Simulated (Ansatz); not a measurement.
```yaml
crystal:
  periodic: [false, false, false]
  atoms:
    - {symbol: F, position_ang: [-2.042212, 0.960281, 1.032356]}
    - {symbol: Si, position_ang: [-0.502072, 0.529335, 0.880853]}
    - {symbol: C, position_ang: [0.233868, 0.286993, -0.819212]}
    - {symbol: Al, position_ang: [0.603216, -1.381556, 0.164207]}
    - {symbol: H, position_ang: [0.296561, 1.500425, 1.674081]}
    - {symbol: H, position_ang: [-0.509773, -0.206764, -1.478929]}
    - {symbol: H, position_ang: [0.753963, 1.049424, -1.396298]}
    - {symbol: H, position_ang: [1.258751, -2.795238, -0.112957]}
basis:
  gaussian: {orbitals: pcseg-2}
magnetization: {spin_polarized: true, initial_magnetization: 0}
hamiltonian: {xc: {name: revPBE}, dispersion: d3bj}
```

```sh
$ ansatz run in.yaml --threads 2 --pin off --events-out ev --progress --plain --max-ram 4352MiB
```

Output, abridged:

```
Functional definition: revPBE
1041 factors; their error is unknown
mean field evaluation 1: about -18277.5160 eV, gradient 5.6e1 eV
mean field evaluation 2: about -18214.9823 eV, gradient 9.9e1 eV
mean field evaluation 4: about -18290.8162 eV, gradient 1.2e1 eV
mean field evaluation 8: about -18291.7574 eV, gradient 1.3e-1 eV
mean field evaluation 16: about -18291.7105 eV, gradient 3.4e-3 eV
mean field -18291.71045611 eV, -672.2079606952 hartree, gradient 3.5e-5 eV, S^2 0.000000; 0 other end points of the search recorded, 0 dependent functions left out
reference -18291.71052374 eV, -672.2079631809 hartree; 23, 23 occupied and 161, 161 virtual orbitals, 1041 factors
Total energy: -18292.07835333 eV, -672.2214806688 hartree
```

It took 3.8 s on 2 threads of an Arm Neoverse V2 on a shared host, with 0.24 GiB of host memory at the peak.
